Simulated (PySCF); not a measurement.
GeH₅Si, charge +1, multiplicity 1.

```xyz
7

Si    -1.6193    -0.0009     0.0000
Ge     0.7881    -0.0052     0.0000
H     -2.0039    -0.6750     1.2554
H     -2.0039    -0.6750    -1.2554
H     -1.8394     1.4669     0.0000
H      1.6499     0.0312     1.2684
H      1.6499     0.0312    -1.2684
```
Charge +1, spin multiplicity 1.

Geometry optimised at PBE0-D3(BJ)/def2-TZVP. The multiplicity is an assumed one; other spin states were not compared. The isomer is the one that the SMILES or the coordinates give; other isomers of the formula were not compared.

These are PBE/pcSseg-2 (PySCF) values and carry that method's errors. Non-relativistic, no solvent.

### Question
Give the absolute GIAO shielding of each atom: isotropic value and principal components (ppm). (An estimate is asked for; the answer gives what the named calculation found.)

### Answer

```json
[
 {"atom": "Si1", "σ(iso)": "387.2", "σ11": "349.7", "σ22": "397.8", "σ33": "414.2", "span": "64.5"},
 {"atom": "Ge2", "σ(iso)": "55.2", "σ11": "-1321.6", "σ22": "-20.0", "σ33": "1507.1", "span": "2828.7"},
 {"atom": "H3", "σ(iso)": "26.1", "σ11": "22.8", "σ22": "24.4", "σ33": "31.1", "span": "8.3"},
 {"atom": "H4", "σ(iso)": "26.1", "σ11": "22.8", "σ22": "24.4", "σ33": "31.1", "span": "8.3"},
 {"atom": "H5", "σ(iso)": "26.3", "σ11": "23.7", "σ22": "24.0", "σ33": "31.1", "span": "7.4"},
 {"atom": "H6", "σ(iso)": "20.4", "σ11": "16.2", "σ22": "19.6", "σ33": "25.4", "span": "9.2"},
 {"atom": "H7", "σ(iso)": "20.4", "σ11": "16.2", "σ22": "19.6", "σ33": "25.4", "span": "9.2"}
]
```
